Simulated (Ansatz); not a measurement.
Relaxing a trial structure of Cl2H2MgO2Sn

The starting geometry of this gas-phase singlet was optimised with GFN2-xTB.

```xyz
8

Cl   -0.2477    3.0138    2.4633
Cl   -2.7322   -0.5037   -0.6821
Mg    0.0297    0.9811    1.9361
O    -1.0250   -0.5077    2.3606
O     0.5349    0.2476    0.2875
Sn   -0.8999   -1.5588    0.3101
H    -1.6518   -0.7026    3.0584
H     1.0072    0.5846   -0.4742
```

Predict what becomes of its bonds when it is optimised with r2SCAN-D4/def2-SVP.

A new bond forms, giving a structure with Cl2 bridging Mg3 and Sn6, given below by its coordinates. Contacts that close: Cl2–Mg3 (4.09 → 2.58 Å).

The energy falls by 0.68 eV over 13 steps:

| step | E − E(last) (eV) |
| --- | --- |
| 1 | 0.680 |
| 2 | 0.271 |
| 4 | 0.156 |
| 5 | 0.121 |
| 6 | 0.067 |
| 8 | 0.021 |
| 9 | 0.003 |
| 10 | 0.000 |
| 12 | 0.000 |
| 13 | 0.000 |

Final geometry (Å):

```yaml
atoms:
  - { symbol: Cl, position_ang: [-0.4580, 3.1769, 2.3669] }
  - { symbol: Cl, position_ang: [-2.4067, 0.3134, -0.1410] }
  - { symbol: Mg, position_ang: [-0.5996, 1.1270, 1.5145] }
  - { symbol: O, position_ang: [-0.8607, -0.7021, 2.3035] }
  - { symbol: O, position_ang: [0.6018, 0.0054, 0.3593] }
  - { symbol: Sn, position_ang: [-0.7842, -1.6066, 0.3810] }
  - { symbol: H, position_ang: [-1.5209, -1.0001, 2.9423] }
  - { symbol: H, position_ang: [1.0436, 0.2404, -0.4668] }
```

Frequencies at the end are all real (lowest 76 cm⁻¹). Atoms past krypton carry core potentials, without spin–orbit terms. Run with Ansatz 0.2.0, 30 s on 2 threads of INTEL(R) XEON(R) PLATINUM 8581C CPU @ 2.10GHz (Emerald Rapids), on a shared host.
